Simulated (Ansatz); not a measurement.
Ansatz (an electronic-structure program) input:

Ansatz 0.2 input:
```yaml
crystal:
  periodic: [false, false, false]
  atoms:
    - {symbol: Sb, position_ang: [-0.01789393, -0.02052109, 0.03712467]}
    - {symbol: H, position_ang: [-0.47119233, 1.33856049, -0.94307278]}
    - {symbol: H, position_ang: [1.38378293, -0.29198507, -0.95028532]}
basis:
  gaussian:
    orbitals: def2-TZVPP
hamiltonian:
  xc: pbe
total_charge: -1
magnetization: {spin_polarized: false}
correlation: {method: rpa, electrons: outside_noble_gas}
```

Problem. Which total energy does the run end on?

Solution. -240.67313 Eh (RPA@PBE/def2-TZVPP). The basis has 78 functions.

Whether it binds its extra electron was not tested at this geometry.
